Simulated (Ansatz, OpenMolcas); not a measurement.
# How basis sets differ on GeH2O (germanone)

GeH2O: 4 atoms, total charge 0, spin state singlet. SMILES: `[O]=[GeH2]`. The shape comes from GFN2-xTB, which is rough for such elements, and wasn't checked as a minimum.

Quantity: the vertical ionisation energy (to the doublet cation), in eV. The values are calculated.

```csv
level,kind,program,value (eV)
HF/STO-3G,Hartree–Fock,Ansatz,4.56
HF/cc-pVDZ,Hartree–Fock,OpenMolcas,8.39
HF/cc-pVTZ,Hartree–Fock,OpenMolcas,8.38
HF/cc-pVQZ (RICD fitting),Hartree–Fock,OpenMolcas,8.39
```

All-electron rows without a relativistic Hamiltonian named are non-relativistic. The values span 4.56 to 8.39 eV. Without the sets that lack polarisation functions the rows with a basis span only 8.38 to 8.39 eV.
